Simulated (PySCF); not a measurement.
GeSe, singlet, at a GFN2-xTB geometry. Base run: PySCF with BLYP/cc-pVDZ, TDA.

The PySCF input:
```python
from pyscf import gto, scf, dft, tdscf

mol = gto.M(
    atom='''
Ge   -0.000000   -0.000000   -1.108997
Se    0.000000    0.000000    1.043762
''',
    basis='cc-pvdz',
    charge=0,
    spin=0,
    verbose=4,
)

mf = dft.RKS(mol)
mf.xc = 'blyp'
mf.kernel()
td = mf.TDA()
td.nstates = 5
td.kernel()
td.analyze()
```

Variants of this job, named by their change:

```
change                           first excitation (eV)  oscillator strength of the first  second (eV)  core-seconds (rough)
-------------------------------  ---------------------  --------------------------------  -----------  --------------------
base                                              3.34                             0.000         3.65                    10
functional = pbe                                  3.42                             0.000         3.71                     9
functional = m062x                                3.41                             0.000         3.72                    20
states = triplets                                 2.70                                 -         2.95                     9
nstates = 10                                      3.34                             0.000         3.65                    20
functional = hf                                   3.61                             0.000         3.82                     3
functional = lc_wpbe                              3.42                             0.000         3.71                    30
functional = b3lyp                                3.34                             0.000         3.64                    10
functional = wb97x                                3.37                             0.000         3.68                    30
basis = 6-31G*                                    3.31                             0.000         3.61                    10
guess vectors = 13 for 5 states                   3.34                             0.000         3.65                    10
```

An iterative solver can miss low states, so a row lists the states that it found.
